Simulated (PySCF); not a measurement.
TDDFT excited states: C8H7Cl

Species: C₈H₇Cl.
Z-matrix (Å and degrees, GFN2-xTB geometry), rows numbered from 1:
```
Cl
C   1  1.7460
C   2  1.5429  1  124.80
C   3  1.5441  2   89.43  1   135.07
C   4  1.5439  3   89.92  2    89.67
C   5  1.5439  4   90.08  3    -0.24
C   2  1.5428  1  124.78  3  -119.90
C   7  1.5438  2   89.45  1  -135.06
C   2  1.5430  1  124.92  3   120.07
H   3  1.0822  2  125.03  1     0.07
H   4  1.0827  3  125.01  2  -135.15
H   5  1.0828  4  125.23  3   134.73
H   6  1.0827  3  124.96  2   135.11
H   7  1.0821  2  125.03  1    -0.17
H   8  1.0826  5  125.60  4  -134.98
H   9  1.0822  2  125.06  1     0.04
```

Method used: TDDFT PBE0/def2-SVPD, vertical, gas phase, core orbitals frozen in the response (PySCF 2.14.0, density-fitted response routines).

Q: What does the calculation give for the low-lying excited states?

A: 

| state | E (eV) | ν̃ (cm⁻¹) | f | \|μ\| (D) | symmetry | main configurations (H = HOMO, L = LUMO) |
| --- | --- | --- | --- | --- | --- | --- |
| S1 | 6.87 | 55440 | 0.0001 | 0.04 | – | H-1/H→L (≥85%) |
| S2 | 6.88 | 55460 | 0.0001 | 0.04 | – | H-1/H→L (≥85%) |
| S3 | 7.09 | 57180 | 0.0081 | 0.55 | E | H-1/H→L+1 (≥82%) |
| S4 | 7.09 | 57190 | 0.0081 | 0.55 | E | H-1/H→L+1 (≥82%) |
| S5 | 7.18 | 57930 | 0.0000 | 0.00 | – | H-1/H→L+2 (≥47%), H-1/H→L+3 (≥37%) |

Triplets (Tamm–Dancoff): T1 6.44 eV, H-1/H→L (≥64%), H-1/H→L+4 (≥16%), H-1/H→L+1 (≥9%); T2 6.44 eV, H-1/H→L (≥64%), H-1/H→L+4 (≥16%), H-1/H→L+1 (≥9%).

The lowest singlet level (S1/S2) lies at 6.87 eV (180 nm, vacuum ultraviolet) and is dark (f under 0.0005). The most intense listed level is S3/S4 at 7.09 eV (175 nm, f = 0.016 summed), 0.22 eV above S1. S1/S2 and S3/S4 lie within about 0.01 eV of each other in each set; the point group C3v has degenerate representations, and within a degenerate level the listed configurations can mix freely. Löwdin shares by element: HOMO (one of a set within 0.03 eV) carbon 42% or more, chlorine 32% (atoms not listed hold the other 26%); LUMO chlorine 16%, carbon 15% or more, hydrogen 7% or more (atoms not listed hold the other 63%). Orbital energies (eV): HOMO-3 -7.95, HOMO-2 -7.94, HOMO-1 -7.58, HOMO -7.58, LUMO 0.54, LUMO+1 0.81, LUMO+2 0.90. The oscillator strengths of these states sum to 0.016; summed over the whole spectrum of an exact calculation they would give the number of electrons, 72 (Thomas–Reiche–Kuhn). Of the 5 states listed, none reaches f = 0.01 and 3 stay under 0.0005. Symmetry labels in C3v follow from the direction of the transition dipole and are given only for states with f of 0.002 or more. Orbitals of the list HOMO-3 to LUMO+2 that lie within 0.01 eV of each other are written together with a slash and their weights summed (≥ marks a lower bound); for degenerate orbitals outside that list single weights are arbitrary. Only the lowest 6 singlets were computed, as vertical energies without vibronic structure. The highest level found (7.26 eV, f 0.0022 so far) is left out, since the window may have cut off a degenerate partner.

Without π bonds the low states may be Rydberg-like; a valence basis with one diffuse set may place them up to an eV too high.
